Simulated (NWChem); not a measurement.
GaSiH5O; SMILES [SiH3][O][GaH2]

```xyz
8

Ga    -0.0372    -1.1966     0.0000
H     -1.5791    -1.4581    -0.0013
H      1.1498    -2.2064     0.0013
O      0.4701     0.5159    -0.0004
Si    -0.0972     2.0676     0.0001
H      0.3853     2.7891     1.2173
H     -1.5966     2.1049    -0.0054
H      0.3945     2.7931    -1.2109
```
Atoms are numbered in this order, from 1.

Computed with NWChem. Pople sets run with spherical d functions. The geometry was optimised at PBE0/def2-SVP. Level BLYP/6-31G*: single points from the atomic guess with DIIS by default; each run changes one setting, and all converged runs end within 0.3 mHa of each other. cgmin counts macro-iterations, each dearer than a DIIS step. NWChem's automatic level shift, which a small gap switches on, acted in some of these runs.

Q: Which setting needs the most SCF iterations, or fails (defaults; quadratically convergent solver (cgmin); occupation smearing of 0.005 Ha; no DIIS, 40 % damping; no level shifting; DIIS on 20 Fock matrices)?

A: no DIIS, 40 % damping, with 32 against 10 for the defaults.
| setting | SCF iterations |
|---|---|
| defaults | 10 |
| no level shifting | 10 |
| quadratically convergent solver (cgmin) | 6 |
| occupation smearing of 0.005 Ha | 10 |
| DIIS on 20 Fock matrices | 8 |
| no DIIS, 40 % damping | 32 |
